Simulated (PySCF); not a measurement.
Trends in electronic spectra. Method used: TDDFT PBE0/def2-SVPD, vertical, gas phase, core orbitals frozen in the response in PySCF. Geometries: GFN2-xTB; one conformer of each isolated species. Triplets are in the Tamm–Dancoff approximation. 'Strongest' means the level of largest summed f among the lowest 6 singlets; it needn't be the same kind of state in each. Ions are computed without counter-ions or solvent.

**Question.** Rank by computed lowest singlet excitation energy, lowest first.
A. `Fc1[nH]c[nH+]c1Cl`
B. `O(C(F)F)c1oncn1`
C. `[H]/N=C1\[C@H](C#C)C[C@@H]1F`
D. `C(/C#N)(F)=C(\C)C=C`
E. `C=C(C)CCC(F)(F)F`
F. `C1C=C([C@H]1F)C#N`

**Answer.** C (4.70 eV), D (5.04 eV), A (5.45 eV), F (5.91 eV), B (6.43 eV), E (6.92 eV).

```
                      SMILES  S1 (eV)  f (S1)  f (strongest)  first f ≥ 0.01 (nm)  gap (eV)    S1 mainly
[H]/N=C1\[C@H](C#C)C[C@@H]1F     4.70   0.001           0.01                  179      6.45    H→L (93%)
           C=C/C(C)=C(/F)C#N     5.04   0.571           0.57                  246      5.21    H→L (97%)
           Fc1[nH]c[nH+]c1Cl     5.45   0.140           0.16                  228      6.16    H→L (98%)
            N#CC1=CC[C@@H]1F     5.91   0.010           0.26                  210      6.44  H-1→L (93%)
               FC(F)Oc1ncno1     6.43   0.005           0.20                  177      7.69  H-1→L (98%)
            C=C(C)CCC(F)(F)F     6.92   0.011           0.36                  179      7.65  H→L+1 (94%)
```

H and L stand for HOMO and LUMO.

Mean S1 by what the SMILES shows (count): an aromatic ring 5.94 eV (2); a double or triple bond but no aromatic ring 5.64 eV (4).
